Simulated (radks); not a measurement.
Method: scalar-relativistic Kohn-Sham, r2SCAN, spin-polarised, spherical densities, finite nucleus; open shells are filled with parallel spins first (spin-orbit coupling, left out, can overturn this in heavy ions); meta-GGA in the generalised Kohn-Sham scheme; Fermi nuclear charge, rms radius of each element as measured or else 0.836 A^(1/3) + 0.57 fm; computed with a radial shooting solver on a logarithmic mesh with Libxc functionals. Each species is in its NIST ground configuration. Rank Au2+, Cu2+, Ag2+ by radius at which the density is 0.001 e/bohr^3 (bohr), largest first.

Answer. Au2+ 3.48, Ag2+ 3.27, Cu2+ 2.90.
